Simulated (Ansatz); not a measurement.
Consider the formal exchange of groups at the Sn–C bond: `N=C(O)[CH2][SnH3]` + `COC(C)=O` → `C[C](=O)[SnH3]` + `COCC(=N)O`.

Calculated with Ansatz (gas phase, PBE0-D4/def2-TZVP geometries, no zero-point term in ΔE). CCSD(T)/CBS adds triple-zeta CCSD(T) − MP2 to the extrapolated MP2 energy (def2 sets, frozen cores). DFT in def2-TZVPP. B3LYP here is the variant with VWN-RPA as its local correlation; programs differ in this. Elements past krypton have def2 core potentials. For Sn outer-core shells are correlated without core-valence functions, which leaves a few kJ/mol of doubt a bond. Each species was taken in one conformer, which may not be the lowest.

(1) Is it downhill or uphill in electronic energy at CCSD(T)/CBS, and by how much? (Estimate.)

(2) What do these levels give: B3LYP-D4, ωB97X-V, B2PLYP, PBE, PBE0, CCSD/CBS(def2)? (Estimate.)

Largest T1 diagnostic among the species: 0.015.

Results:

(1) Ansatz gave: Uphill: ΔE = +31.7 kcal/mol.

(2) The calculation gave: B3LYP-D4 30.1, ωB97X-V 31.7, B2PLYP 31.3, PBE 29.8, PBE0 31.7, CCSD/CBS(def2) 31.8 kcal/mol.

From PBE to PBE0 (25 % exact exchange), in def2-TZVPP and without D4, ΔE moves by +1.9 kcal/mol.
